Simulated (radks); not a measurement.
The numbers below are computed, except where a source is named.
Species: the lanthanum ion La+. Configuration: [Xe] 5d2 (the NIST ground configuration).

Code: a radial shooting solver on a logarithmic mesh with Libxc functionals. Model: scalar-relativistic Kohn-Sham, PBE, spin-polarised, spherical densities, point nucleus; open shells are filled with parallel spins first (spin-orbit coupling, left out, can overturn this in heavy ions).

Energy parts (hartree):
| part | energy |
|---|---|
| total | -8493.0846 |
| kinetic | 8984.0881 |
| electron-nucleus | -20546.4208 |
| Hartree | 3272.3329 |
| exchange-correlation | -203.0849 |

Orbitals (lengths in bohr, moments of r in powers of bohr; <r^-3> diverges for s and p1/2; r(max) is where P^2 peaks):
orbital  occ.  eigenvalue (hartree)   r(max)  <r^-3>   <1/r>
1s down     1             -1424.267  0.01608       -   62.02
1s up       1             -1424.266  0.01608       -   62.02
2s up       1             -226.8386  0.09094       -   14.28
2s down     1             -226.8367  0.09094       -   14.28
2p up       3             -203.3118  0.07313    7487   13.55
2p down     3             -203.3104  0.07313    7487   13.55
3s up       1             -48.62219   0.2604       -   5.171
3s down     1             -48.62138   0.2604       -   5.171
3p up       3             -41.11066   0.2548    1485   4.901
3p down     3             -41.10975   0.2548    1485   4.901
3d up       5             -30.32206   0.2101   203.8   4.647
3d down     5             -30.32053   0.2101   203.8   4.647
4s up       1              -9.92623   0.6083       -   2.150
4s down     1              -9.92339   0.6083       -   2.150
4p up       3              -7.48362   0.6354   316.9   1.984
4p down     3              -7.48113   0.6354   316.8   1.983
4d up       5              -3.94977   0.6717   35.54   1.724
4d down     5              -3.94739   0.6718   35.54   1.724
5s up       1              -1.57621    1.414       -  0.8426
5s down     1              -1.55432    1.408       -  0.8499
5p up       3              -0.97846    1.598   44.76  0.7154
5p down     3              -0.94715    1.586   46.21  0.7240
5d up       2              -0.28004    2.245   2.329  0.4517
5d down     0              -0.23569    2.215   2.400  0.4549

The highest occupied level is 5d up at -7.620 eV. Spin moment in Bohr magnetons: 2. For comparison, the ionisation energy in NIST's Atomic Spectra Database is 11.185 eV (measured). In exact Kohn-Sham theory the highest level is minus the ionisation energy, but local and semilocal functionals leave it too shallow, through self-interaction and a potential that decays too fast; potentials with the right tail come closer.
